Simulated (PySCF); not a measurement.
# Identify the compound

The spectra below were simulated for a compound C6H15NSi.

1H NMR (400 MHz, computed): δ 8.41 (t, 1H), 4.18 (d, 2H), 3.68 (s, 3H), 1.11 (s, 9H).

13C{1H} NMR (computed): δ 177.6 (CH), 52.8 (CH3), 28.9 (CH3, 3C), 17.6 (C).

Gas phase, rapidly exchanging positions averaged, no relativistic terms, one computed conformer. Shieldings: GIAO B3LYP/pcSseg-1; PBE0-D3(BJ)/def2-SVP geometry; PySCF 2.14.

Chemical shifts δ = σref − σ; 1H, 13C against TMS, all at this level.

Problem. Deduce the structure.

Solution. 
Rings plus π bonds: 1 (no ring in the answer). 4 carbon signals for 6 carbons: some carbons are equivalent by symmetry or fast rotation. Carbon types of the structure: 1 × C, 1 × CH, 4 × CH3, leaving 2 H on heteroatoms. δC 177.6: C=N carbon. δC 52.8: methyl carbon bonded to N; pulled downfield by the heteroatom. δC 28.9: methyl carbon; saturated and bonded to C and H only. δC 17.6: fully substituted sp3 carbon bonded to Si. δH 8.41: hydrogen on a C=N carbon. δH 4.18: hydrogen on a silicon bonded to 2 C. δH 3.68: hydrogen on a methyl carbon bonded to N; its carbon carries N, which withdraws density.

The compound is SMILES C/N=C\[SiH2]C(C)(C)C.

The data come from this structure; uniqueness wasn't tested.

Shifts are as computed. Against solution values, carbons near 30 ppm lie about +2 ppm off and those near 130 ppm about +6 ppm. Of 1211 compounds with measured shifts, 218 miss one by over three times the rms of a fit or turn the order of signals round; such compounds aren't used in these exercises. Multiplicities follow the n + 1 count of equivalent neighbours, as no J values were calculated; m marks all less simple cases, F and P coupling included.
